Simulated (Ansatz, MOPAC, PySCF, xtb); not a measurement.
Dimer: HF (SMILES F) (first 2 atoms) with HBr (SMILES Br); geometry from B3LYP-D3(BJ)/def2-TZVP.
(charge 0, multiplicity 1):
```xyz
4

F     -0.36219     0.13537     0.36942
H     -0.22032    -0.77429     0.26520
Br    -0.04214     0.92178     3.73986
H     -0.21402     0.81032     2.32466
```

Counterpoise-corrected where a basis set is named; no monomer relaxation.

The state that PM6 reach isn't checked.

Programs: Ansatz (Gaussian basis) for Hartree–Fock, density functionals and correlated methods; MOPAC for PM6 (differences of heats of formation); PySCF for the dispersion terms; xtb for the GFN methods. Values without a source in brackets are computed.

### Question
One of these levels gives -2.28 kcal/mol for the interaction energy. Which one is it?
(A) HF/aug-cc-pVTZ
(B) r2SCAN-D3(BJ)/def2-TZVPPD
(C) PM6
(D) GFN-FF

### Answer
D, GFN-FF. The others give 1.14 (PM6), -1.06 (HF/aug-cc-pVTZ), -2.61 (r2SCAN-D3(BJ)/def2-TZVPPD)

Ansatz is a quantum-chemistry and plane-wave program.
